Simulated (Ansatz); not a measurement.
Mo₂O₆⁻. The state is a doublet with charge -1. Geometry r2SCAN-D4/def2-SVP, that of the neutral singlet; atoms count from 1.

| atom | x (Å) | y (Å) | z (Å) |
| --- | --- | --- | --- |
| Mo1 | -0.137 | -0.023 | 1.430 |
| Mo2 | 0.137 | 0.023 | -1.430 |
| O3 | 0.739 | -1.240 | -2.368 |
| O4 | -0.278 | 1.317 | -2.425 |
| O5 | -1.168 | -0.467 | -0.120 |
| O6 | 1.168 | 0.467 | 0.120 |
| O7 | -0.739 | 1.240 | 2.368 |
| O8 | 0.278 | -1.317 | 2.425 |

In the def2 sets Mo takes a core potential; there is no spin–orbit coupling. The structure comes from a short search, and lower isomers may exist.

(1) Estimate the Mulliken populations from the PBE0/def2-TZVPD orbitals of Ansatz.

(2) Where does the spin sit?

(3) And the Mayer bond orders between heavy atoms (over 0.3)?

Answers

(1) 
```tsv
atom	charge (e)	spin (α − β)	d electrons
Mo1	2.53	0.55	3.40
Mo2	2.53	0.55	3.40
O3	-0.93	0.00	–
O4	-0.93	0.00	–
O5	-1.18	-0.04	–
O6	-1.18	-0.04	–
O7	-0.93	0.00	–
O8	-0.93	0.00	–
```
Mulliken values depend strongly on the basis. With diffuse functions, as here, like atoms can get unlike values, and bond orders can come out too low or too high.

(2) Summed by element: Mo 1.09, O -0.09, of 1 unpaired in all. Largest on single atoms: Mo2 0.55, Mo1 0.55, O5 -0.04.

(3) Mo1–Mo2 0.32 (2.87 Å); Mo1–O5 0.45 (1.91 Å); Mo1–O6 0.45 (1.91 Å); Mo1–O7 1.43 (1.68 Å); Mo1–O8 1.43 (1.68 Å); Mo2–O3 1.43 (1.68 Å); Mo2–O4 1.43 (1.68 Å); Mo2–O5 0.45 (1.91 Å); Mo2–O6 0.45 (1.91 Å).
